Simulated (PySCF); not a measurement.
A PySCF script (with the pyscf-properties extension) for the NMR shieldings of `C=CCC#[C][AlH][C]#CC`, C8H9Al, on a GFN2-xTB geometry:

```python
import basis_set_exchange as bse
import numpy as np
from pyscf import gto, dft
from pyscf.prop import nmr

atoms = """
C    -4.534468    0.630845   -1.843234
C    -3.633466    1.120892   -1.014285
C    -2.232866    1.485229   -1.416066
C    -1.263474    0.772218   -0.601450
C    -0.468744    0.169441    0.095213
Al    0.820924   -0.765377    1.204355
C     2.707268   -1.024151    0.838178
C     3.890970   -1.196257    0.615454
C     5.298370   -1.400105    0.346263
H    -5.531183    0.382978   -1.520078
H    -4.316951    0.459668   -2.885549
H    -3.868215    1.280056    0.030109
H    -2.066604    1.250427   -2.471745
H    -2.080489    2.561925   -1.272552
H     0.284662   -1.362746    2.524779
H     5.866666   -1.365318    1.276169
H     5.667650   -0.621665   -0.322247
H     5.451190   -2.371741   -0.124489
"""
names = dict.fromkeys(["C", "Al", "H"], "pcSseg-1")
basis = {el: gto.basis.parse(bse.get_basis(n, elements=[el], fmt="nwchem")) for el, n in names.items()}
mol = gto.M(atom=atoms, basis=basis, charge=0, verbose=0)
mf = dft.RKS(mol, xc="PBE0")
mf.grids.level = 2
mf.grids.alignment = dft.numint.BLKSIZE   # the property module wants whole blocks of grid points
mf.conv_tol = 1e-9
mf.kernel()

calc = nmr.RKS(mf)   # GIAO
C = mf.mo_coeff
Co = C[:, mf.mo_occ > 0]
resp = mf.gen_response(singlet=True, hermi=2)
def vind(x):   # induced exchange potential for any number of trial vectors
    d = np.einsum("pi,xij,qj->xpq", C, 2 * x.reshape(-1, C.shape[1], Co.shape[1]), Co, optimize=True)
    return np.einsum("xpq,pi,qj->xij", resp(d - d.transpose(0, 2, 1)), C, Co, optimize=True).ravel()
mo1, _ = nmr.rhf.solve_mo1(calc, with_cphf=vind)
sigma = calc.kernel(mo1)
for i, s in enumerate(sigma):   # ppm
    w = np.linalg.eigvalsh((s + s.T) / 2)
    print("%2d %-2s iso %8.1f  s11 %8.1f  s22 %8.1f  s33 %8.1f" % (i, mol.atom_pure_symbol(i), w.mean(), *w))
```

Q: Give the expected output.

A: 
```
 0 C  iso     64.0  s11    -47.4  s22     81.5  s33    157.8
 1 C  iso     43.9  s11    -77.3  s22     55.6  s33    153.4
 2 C  iso    156.7  s11    143.1  s22    155.0  s33    171.9
 3 C  iso     68.6  s11    -33.0  s22    -30.2  s33    269.1
 4 C  iso     89.6  s11      3.8  s22     11.0  s33    254.1
 5 Al iso    380.1  s11    332.6  s22    392.2  s33    415.4
 6 C  iso     92.1  s11      2.3  s22     10.0  s33    263.8
 7 C  iso     69.3  s11    -31.7  s22    -26.2  s33    265.7
 8 C  iso    180.3  s11    171.7  s22    171.9  s33    197.3
 9 H  iso     26.4  s11     23.6  s22     25.4  s33     30.1
10 H  iso     26.4  s11     23.0  s22     25.8  s33     30.2
11 H  iso     25.6  s11     23.2  s22     24.9  s33     28.6
12 H  iso     28.7  s11     24.6  s22     28.5  s33     32.9
13 H  iso     28.4  s11     23.9  s22     27.7  s33     33.5
14 H  iso     27.2  s11     23.6  s22     26.1  s33     32.0
15 H  iso     29.6  s11     24.7  s22     27.9  s33     36.3
16 H  iso     29.6  s11     24.6  s22     28.1  s33     36.1
17 H  iso     29.6  s11     24.8  s22     27.9  s33     36.1
```

These numbers come from an equivalent density-fitted implementation of the same equations, which agrees with the script to about 0.01 ppm for H and up to a few tenths of a ppm for heavy atoms, so last digits may differ.

Size and cost of the density-fitted run: 205 basis functions, 38 s wall time on 1 thread of an Intel Xeon 6975P-C, shared host; peak memory 0.91 GiB.
